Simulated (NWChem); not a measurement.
System: TaOCl2F; SMILES [O]=[Ta]([F])([Cl])[Cl]

The following NWChem deck was run.

```
start job
memory heap 200 mb stack 900 mb global 1100 mb
geometry units angstroms noautoz
  Ta     0.150842    -0.026932     0.000000
  O      1.015649     1.464996     0.000000
  F      1.447262    -1.390895     0.000000
  Cl    -1.136133    -0.049482     1.914422
  Cl    -1.136133    -0.049482    -1.914422
end
basis spherical
  * library def2-svp
end
ecp
  Ta library def2-ecp
end
dft
  xc xpbe96 cpbe96
  grid fine
  iterations 150
  mulliken
end
task dft gradient
```

NWChem printed, in part:

```
             Northwest Computational Chemistry Package (NWChem) 7.3.0
             --------------------------------------------------------

 CS  symmetry detected

                             Geometry "geometry" -> ""
                             -------------------------

 Output coordinates in angstroms (scale by  1.889725989 to convert to a.u.)

  No.       Tag          Charge          X              Y              Z
 ---- ---------------- ---------- -------------- -------------- --------------
    1 Ta                  73.0000     0.19969403     0.03751573     0.00000000
    2 O                    8.0000     0.84504947     1.63665821     0.00000000
    3 F                    9.0000     1.67580951    -1.12961020     0.00000000
    4 Cl                  17.0000    -1.07118663    -0.16663007    -1.91442200
    5 Cl                  17.0000    -1.07118663    -0.16663007     1.91442200

 Effective nuclear repulsion energy (a.u.)    1077.1508721199

      Symmetry information
      --------------------

 Group name             Cs
 Group number              2
 Group order               2
 No. of unique centers     4

 Summary of "ao basis" -> "ao basis" (spherical)
 ------------------------------------------------------------------------------
       Tag                 Description            Shells   Functions and Types
 ---------------- ------------------------------  ------  ---------------------
 Ta                         def2-svp                12       32   6s3p2d1f
 O                          def2-svp                 6       14   3s2p1d
 F                          def2-svp                 6       14   3s2p1d
 Cl                         def2-svp                 8       18   4s3p1d

      Symmetry analysis of basis
      --------------------------

        a'         60
        a"         36

            General Information
            -------------------
          SCF calculation type: DFT
          Wavefunction type:  closed shell.
          No. of atoms     :     5
          No. of electrons :    64
           Alpha electrons :    32
            Beta electrons :    32
          Charge           :     0
          Spin multiplicity:     1
          Use of symmetry is: on ; symmetry adaption is: on
          Maximum number of iterations: 150
          AO basis - number of functions:    96
                     number of shells:    40
          Convergence on energy requested:  1.00D-06
          Convergence on density requested:  1.00D-05
          Convergence on gradient requested:  5.00D-04

              XC Information
              --------------
          PerdewBurkeErnzerhof Exchange Functional  1.000
            Perdew 1991 LDA Correlation Functional  1.000 local
           PerdewBurkeErnz. Correlation Functional  1.000 non-local

             Grid Information
             ----------------
          Grid used for XC integration:  fine
          Radial quadrature: Mura-Knowles
          Angular quadrature: Lebedev.
          Tag              B.-S. Rad. Rad. Pts. Rad. Cut. Ang. Pts.
          ---              ---------- --------- --------- ---------
          Ta                  1.45      141           8.0       974
          O                   0.60       70           9.0       590
          F                   0.50       70           9.0       590
          Cl                  1.00      123          10.0       770
          Grid pruning is: on
          Number of quadrature shells:   404
          Spatial weights used:  Erf1

      Superposition of Atomic Density Guess
      -------------------------------------

 Sum of atomic energies:       -1154.54935852

      Non-variational initial energy
      ------------------------------

 Total energy =   -1148.926651
 1-e energy   =   -2224.136447
 2-e energy   =     765.160479
 HOMO         =      -0.447999
 LUMO         =       0.003280

      Symmetry analysis of molecular orbitals - initial
      -------------------------------------------------

  Numbering of irreducible representations:

     1 a'          2 a"

  Orbital symmetries:

     1 a'          2 a"          3 a'          4 a'          5 a'
     6 a"          7 a'          8 a"          9 a'         10 a"
    11 a'         12 a"         13 a'         14 a'         15 a'
    16 a"         17 a'         18 a'         19 a'         20 a"
    21 a'         22 a'         23 a"         24 a'         25 a"
    26 a'         27 a'         28 a"         29 a'         30 a"
    31 a'         32 a"         33 a'         34 a'         35 a"
    36 a"         37 a'         38 a'         39 a"         40 a'
    41 a'         42 a'

     ---------------------------------------------
      Total Density - Mulliken Population Analysis
     ---------------------------------------------

    Atom       Charge   Shell Charges
 -----------   ------   -------------------------------------------------------
    1 Ta  13    10.18   0.03 -0.32  1.77  0.53  0.35  0.05  5.48  0.60  0.14  1.16  0.26  0.13
    2 O    8     9.16   1.99  1.16  0.73  3.26  2.02  0.01
    3 F    9     9.65   1.99  1.15  0.80  3.55  2.15  0.00
    4 Cl  17    17.50   2.00  1.99  1.23  0.73  5.94  2.19  3.42  0.01
    5 Cl  17    17.50   2.00  1.99  1.23  0.73  5.94  2.19  3.42  0.01

   convergence    iter        energy       DeltaE   RMS-Dens  Diis-err
 ---------------- ----- ----------------- --------- --------- ---------
 d= 0,ls=0.0,diis     1  -1151.3243218479 -1.46D+03  6.08D-02  3.72D+00
 d= 0,ls=0.0,diis     2  -1141.3746977467  9.95D+00  5.09D-02  6.59D+01
 d= 0,ls=0.0,diis     3  -1151.7484379492 -1.04D+01  1.40D-02  5.95D-01
 d= 0,ls=0.0,diis     4  -1151.6316814126  1.17D-01  7.76D-03  1.73D+00
 d= 0,ls=0.0,diis     5  -1151.8280000146 -1.96D-01  2.29D-03  9.17D-02
  Resetting Diis
 d= 0,ls=0.0,diis     6  -1151.8302013785 -2.20D-03  9.03D-04  7.18D-02
 d= 0,ls=0.0,diis     7  -1151.8364843020 -6.28D-03  2.64D-03  1.08D-02
 d= 0,ls=0.0,diis     8  -1151.8172291439  1.93D-02  2.20D-03  1.97D-01
 d= 0,ls=0.0,diis     9  -1151.8375435873 -2.03D-02  8.06D-05  1.63D-04
 d= 0,ls=0.0,diis    10  -1151.8375604829 -1.69D-05  3.36D-05  1.38D-05
 d= 0,ls=0.0,diis    11  -1151.8375612446 -7.62D-07  1.44D-05  6.97D-06
 d= 0,ls=0.0,diis    12  -1151.8375619683 -7.24D-07  3.09D-06  2.14D-07

         Total DFT energy =    -1151.837561968346
      One electron energy =    -2226.089204703423
           Coulomb energy =      845.961125690855
    Exchange-Corr. energy =      -81.758799923966
 Nuclear repulsion energy =      310.049316968188

 Numeric. integr. density =       63.999999212326

                  Occupations of the irreducible representations
                  ----------------------------------------------

                     irrep           alpha         beta
                     --------     --------     --------
                     a'               20.0         20.0
                     a"               12.0         12.0

                       DFT Final Molecular Orbital Analysis
                       ------------------------------------

 Vector   30  Occ=2.000000D+00  E=-3.210088D-01  Symmetry=a"
              MO Center= -9.3D-01, -1.3D-01, -4.9D-13, r^2= 4.8D+00
   Bfn.  Coefficient  Atom+Function         Bfn.  Coefficient  Atom+Function
  ----- ------------  ---------------      ----- ------------  ---------------
    71      0.401034  4 Cl px                89     -0.401034  5 Cl px
    68      0.297635  4 Cl px                86     -0.297635  5 Cl px
    65      0.173465  4 Cl px                83     -0.173465  5 Cl px
    73     -0.147430  4 Cl pz                91     -0.147430  5 Cl pz
    70     -0.123157  4 Cl pz                88     -0.123157  5 Cl pz

 Vector   31  Occ=2.000000D+00  E=-3.087911D-01  Symmetry=a'
              MO Center= -2.1D-01,  5.5D-01, -6.9D-13, r^2= 4.6D+00
   Bfn.  Coefficient  Atom+Function         Bfn.  Coefficient  Atom+Function
  ----- ------------  ---------------      ----- ------------  ---------------
    37      0.328392  2 O  py                72     -0.312480  4 Cl py
    90     -0.312480  5 Cl py                36     -0.244560  2 O  px
    69     -0.237531  4 Cl py                87     -0.237531  5 Cl py
    40      0.210591  2 O  py                39     -0.171346  2 O  px
    16     -0.147738  1 Ta d -2              66     -0.137601  4 Cl py

 Vector   32  Occ=2.000000D+00  E=-3.031583D-01  Symmetry=a"
              MO Center= -3.4D-01,  4.9D-01,  3.1D-13, r^2= 4.7D+00
   Bfn.  Coefficient  Atom+Function         Bfn.  Coefficient  Atom+Function
  ----- ------------  ---------------      ----- ------------  ---------------
    38      0.394039  2 O  pz                72      0.319869  4 Cl py
    90     -0.319869  5 Cl py                41      0.268398  2 O  pz
    69      0.241395  4 Cl py                87     -0.241395  5 Cl py
    73     -0.169549  4 Cl pz                91     -0.169549  5 Cl pz
    66      0.139620  4 Cl py                84     -0.139620  5 Cl py

[...]

                         DFT ENERGY GRADIENTS

    atom               coordinates                        gradient
                 x          y          z           x          y          z
   1 Ta      0.377367   0.070894   0.000000   -0.000038  -0.000043   0.000000
   2 O       1.596912   3.092836   0.000000   -0.000157  -0.000181   0.000000
   3 F       3.166821  -2.134654   0.000000   -0.000145   0.000093   0.000000
   4 Cl     -2.024249  -0.314885  -3.617733    0.000170   0.000065   0.000419
   5 Cl     -2.024249  -0.314885   3.617733    0.000170   0.000065  -0.000419
```

Level: PBE/def2-SVP with def2 effective core potentials on Ta. All runs use the structure optimised with PBE-D3(BJ)/def2-SVP. def2 effective core potentials on Ta; no spin-orbit coupling.
